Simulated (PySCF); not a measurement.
Dissociation curve of ICl, singlet.

Computed with: UHF/3-21G = unrestricted Hartree-Fock/3-21G in PySCF; UHF/STO-3G = PySCF with unrestricted Hartree-Fock/STO-3G; RMP2 = MP2 on RHF/def2-SVP, 9 core orbitals frozen, def2 effective core potentials past Kr (PySCF); RKS-LDA (SVWN5) = restricted LDA (SVWN5)/def2-SVP, def2 effective core potentials past Kr run with PySCF.

Energies are in mEh, each relative to the lowest point of its own curve near equilibrium.

| R / Å | UHF/3-21G | UHF/STO-3G | RMP2 | RKS-LDA (SVWN5) |
|---|---|---|---|---|
| 1.75 | 382.5 | 374.9 | 286.3 | 266.7 |
| 1.84 | 252.9 | 239.2 | 177.4 | 163.5 |
| 1.96 | 138.7 | 120.1 | 85.8 | 77.4 |
| 2.09 | 65.1 | 46.3 | 31.9 | 27.5 |
| 2.16 | 40.2 | 23.3 | 15.8 | 13.0 |
| 2.26 | 17.1 | 5.1 | 3.4 | 2.1 |
| 2.31 | 9.8 | 1.0 | 0.7 | 0.0 |
| 2.40 | 2.1 | 0.0 | 0.0 | 0.1 |
| 2.45 | 0.3 | 2.2 | 1.4 | 1.7 |
| 2.52 | 0.0 | 7.9 | 4.9 | 5.5 |
| 2.67 | 1.8 | 23.2 | 16.2 | 17.1 |
| 2.89 | 3.7 | 37.4 | 36.8 | 37.5 |
| 3.12 | 5.2 | 45.2 | 57.7 | 58.6 |
| 3.44 | 6.6 | 49.8 | 80.8 | — |
| 3.79 | 7.0 | 50.5 | 95.5 | — |
| 4.19 | 7.1 | 50.8 | 99.7 | — |
| 4.57 | 7.2 | 50.9 | 94.3 | — |
| 5.07 | 7.3 | 51.0 | 79.4 | — |
| 5.60 | 7.4 | 51.0 | 59.0 | — |
| 6.23 | 7.5 | 51.0 | 32.9 | — |
| 6.86 | 7.5 | 51.1 | 6.3 | — |
| 8.12 | 7.6 | 51.1 | -48.0 | — |
| 9.16 | 7.6 | 51.1 | -93.9 | — |

At the longest distance, 9.16 Å, UHF/STO-3G lies highest above its minimum (51.1 mEh) and RMP2 lowest (-93.9 mEh).

The RMP2 curve passes through a maximum at 4.19 Å and then falls by 193.6 mEh up to the last usable point.

Dashes: no converged value, or the column stops at the first point that the program doubted or that broke a chosen test of continuity, which isn't proof of a fault.

The unrestricted determinant behind UHF/3-21G, UHF/STO-3G is spin-contaminated at 2.67 to 9.16 Å (<S²> up to 1.0, against 0.00 for a pure singlet). The restricted form behind RMP2, RKS-LDA (SVWN5) keeps the bonding electrons paired and can't separate into open-shell fragments.
